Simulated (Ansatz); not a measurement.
## Nudged elastic band run: BFH₅SSi, charge +1

input.yaml

```yaml
crystal:
  periodic: [false, false, false]
  atoms:
    - { symbol: F, position_ang: [1.153067, 1.364384, -1.518778] }
    - { symbol: B, position_ang: [-0.131996, 1.199321, -1.416637] }
    - { symbol: S, position_ang: [-0.680327, -0.532736, -0.747517] }
    - { symbol: Si, position_ang: [0.52421, -0.914644, 1.239697] }
    - { symbol: H, position_ang: [-0.983529, 1.986412, -1.72933] }
    - { symbol: H, position_ang: [-1.914462, -0.177663, -0.273005] }
    - { symbol: H, position_ang: [0.436091, 0.366832, 1.989802] }
    - { symbol: H, position_ang: [1.853094, -1.240553, 0.660759] }
    - { symbol: H, position_ang: [-0.256159, -2.051353, 1.795] }
total_charge: 1
basis:
  gaussian: { orbitals: def2-SVP }
hamiltonian:
  xc: blyp
neb:
  order_check: false
  images: 1
  f_tol: 0.05
  max_iterations: 60
  climbing: false
  final_atoms:
    - { symbol: F, position_ang: [0.45942146, 2.19950868, -0.65214861] }
    - { symbol: B, position_ang: [-0.42063331, 1.39158368, -1.16381481] }
    - { symbol: S, position_ang: [0.02301148, -0.48845467, -1.03035491] }
    - { symbol: Si, position_ang: [0.59186034, -0.90681845, 1.21519038] }
    - { symbol: H, position_ang: [-1.43301805, 1.69691395, -1.73316284] }
    - { symbol: H, position_ang: [-1.24633747, -0.99453977, -1.10882145] }
    - { symbol: H, position_ang: [1.95171924, -0.30854803, 1.23789798] }
    - { symbol: H, position_ang: [0.51959154, -2.39144775, 1.2240669] }
    - { symbol: H, position_ang: [-0.44562623, -0.19819764, 2.01113836] }
  initial_path:
    images:
      - { positions_ang: [[1.153067, 1.364384, -1.518778], [-0.131996, 1.199321, -1.416637], [-0.680327, -0.532736, -0.747517], [0.52421, -0.914644, 1.239697], [-0.983529, 1.986412, -1.72933], [-1.914462, -0.177663, -0.273005], [0.436091, 0.366832, 1.989802], [1.853094, -1.240553, 0.660759], [-0.256159, -2.051353, 1.795]] }
      - { positions_ang: [[0.87076526, 0.17884742, -2.07136985], [-0.13772499, 0.81627614, -1.58707875], [-1.07515621, -0.09428154, -0.28553875], [0.52777771, -0.87422517, 1.3017491], [-0.45408569, 1.87146848, -1.96142245], [-1.70325126, 0.92607889, 0.29760492], [-0.36403006, -1.11440209, 2.43236221], [1.37136769, 0.31187254, 1.35392443], [0.96432655, -2.02163468, 0.51976014]] }
      - { positions_ang: [[0.45942146, 2.19950868, -0.65214861], [-0.42063331, 1.39158368, -1.16381481], [0.02301148, -0.48845467, -1.03035491], [0.59186034, -0.90681845, 1.21519038], [-1.43301805, 1.69691395, -1.73316284], [-1.24633747, -0.99453977, -1.10882145], [1.95171924, -0.30854803, 1.23789798], [0.51959154, -2.39144775, 1.2240669], [-0.44562623, -0.19819764, 2.01113836]] }
```

Command:

```bash
$ ansatz run input.yaml --threads 1 --pin off --max-ram 2048MiB --backend cpu --events-out ev --progress --plain --runs-dir out
```

Output, in part (warnings, iteration lines, the closing report on the highest movable image, with atoms numbered from 0):

```
NEB end point (image 0): max|allowed force component| = 6.890e-3 eV/Å (the criterion of neb.relax_end_points is 1.000e-2)
NEB end point (image 2): max|allowed force component| = 8.367e-3 eV/Å (the criterion of neb.relax_end_points is 1.000e-2)
NEB iter   1: max|band force component| = 1.120e0 eV/Å  barrier→ = 0.1601 eV  barrier← = 0.1601 eV  Δτ_max = 0.1509 Å  (78 SCF iters)
NEB iter   2: max|band force component| = 7.003e-1 eV/Å  barrier→ = 0.0589 eV  barrier← = 0.0589 eV  Δτ_max = 0.0906 Å  (28 SCF iters)
NEB iter   3: max|band force component| = 6.597e-1 eV/Å  barrier→ = 0.0378 eV  barrier← = 0.0378 eV  Δτ_max = 0.1142 Å  (28 SCF iters)
NEB iter   4: max|band force component| = 3.590e-1 eV/Å  barrier→ = 0.0112 eV  barrier← = 0.0112 eV  Δτ_max = 0.0453 Å  (32 SCF iters)
NEB iter   5: max|band force component| = 1.979e-1 eV/Å  barrier→ = 0.0026 eV  barrier← = 0.0026 eV  Δτ_max = 0.0058 Å  (26 SCF iters)
NEB iter   6: max|band force component| = 1.433e-1 eV/Å  barrier→ = 0.0014 eV  barrier← = 0.0014 eV  Δτ_max = 0.0110 Å  (29 SCF iters)
NEB iter   7: max|band force component| = 3.226e-2 eV/Å  barrier→ = 0.0003 eV  barrier← = 0.0003 eV  Δτ_max = 0.0000 Å  (56 SCF iters)
Total energy: -22172.26181847 eV, -814.8155929301 hartree
Atom 0 at     0.852910     0.137639    -2.180945 Å, force     0.010490    -0.002892    -0.006148 eV/Å
Atom 1 at    -0.128615     0.814194    -1.663961 Å, force     0.008023    -0.012010     0.004910 eV/Å
Atom 2 at    -1.109747    -0.116348    -0.276646 Å, force    -0.008343     0.032337    -0.000238 eV/Å
Atom 3 at     0.483945    -0.852679     1.291940 Å, force     0.000592    -0.006454     0.005712 eV/Å
Atom 4 at    -0.489155     1.912749    -1.987554 Å, force    -0.017832     0.001239     0.004367 eV/Å
Atom 5 at    -1.640993     0.978019     0.352866 Å, force     0.005792    -0.012095    -0.007853 eV/Å
Atom 6 at    -0.411730    -1.174828     2.433274 Å, force    -0.001150    -0.000664     0.001791 eV/Å
Atom 7 at     1.394070     0.307432     1.485029 Å, force     0.001943     0.002394     0.000530 eV/Å
Atom 8 at     1.049304    -2.006179     0.545988 Å, force     0.000486    -0.001856    -0.003071 eV/Å
Dipole moment:    -0.178146     0.215248     0.447078 e Å
```

The run converged. The dihedral B2–S3–Si4–H9 jumps by 120° between images 1 and 2, so the path isn't resolved there. The top lies less than 8 meV above the higher end, about what the thresholds resolve: that end is a shoulder or a very shallow well. No image climbed, so the highest image needn't sit at the top of the path. So few images can step over the top or miss a turn of the path. Limits of this set-up: the dipole of an ion depends on the origin.

Final band (atoms are numbered from 1 in the order of the input):

```json
{"image": "0", "path coordinate (Å)": "0.00", "energy (eV)": "0.000", "dihedral B2–S3–Si4–H9 (°)": "165"}
{"image": "1", "path coordinate (Å)": "3.85", "energy (eV)": "0.000", "dihedral B2–S3–Si4–H9 (°)": "-76"}
{"image": "2", "path coordinate (Å)": "7.69", "energy (eV)": "0.000", "dihedral B2–S3–Si4–H9 (°)": "44"}
```

Time of the run: 16 s on 1 thread of Intel(R) Xeon(R) Platinum 8488C (Sapphire Rapids) (shared host), peak memory 0.14 GiB.
